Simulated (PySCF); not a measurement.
**Dipole response of Se (selenium, neutral)**

[Ar] 3d10 4s2 4p4, high-spin 3P determinant. Computed with PySCF 2.14 in aug-cc-pVQZ-PP with ECP10MDF, with a scalar-relativistic core potential. Coupled (time-dependent) response in atomic units; α is the mean over directions.

| method | mean α (bohr³) | α xx, yy, zz | C₆ (like pair) | S(−4) |
| --- | --- | --- | --- | --- |
| UHF | 25.20 | 23.55, 28.49, 23.55 | 207.6 | 167.7 |
| PBE | 28.17 | 25.94, 32.63, 25.94 | 236.3 | 239.0 |
| PBE0 | 26.74 | 24.78, 30.66, 24.78 | 222.3 | 202.8 |

S(−4) is the Cauchy moment in α(ω) = α(0) + S(−4) ω² + …

Reference α: 28.9 ± 1 bohr³ (recommended; Schwerdtfeger and Nagle, table of static dipole polarizabilities (2023 update)). Published C₆: 210.0 (Chu and Dalgarno (2004); Tang, Norbeck and Certain (1976)).

Spin-orbit coupling is absent.

α(iu) at PBE:

| u (hartree) | α(iu) (bohr³) |
| --- | --- |
| 0 | 28.17 |
| 0.0500 | 27.59 |
| 0.100 | 26.04 |
| 0.200 | 21.63 |
| 0.300 | 17.32 |
| 0.500 | 11.13 |
| 0.750 | 6.868 |
| 1.00 | 4.592 |
| 1.50 | 2.460 |
| 2.00 | 1.546 |
| 3.00 | 0.7953 |
| 5.00 | 0.3396 |

A single London oscillator, α(iu) = α/(1 + u²/ω²), gives C₆ = (3/4) ω α². Matching the computed C₆ needs ω = 4 × 236.3 / (3 × 28.17²) = 0.397 hartree.

The components differ because the open shell of this determinant is not spherical; for a pure term their mean is the scalar polarisability.

Energies and moments cover only the electrons outside the core potential.
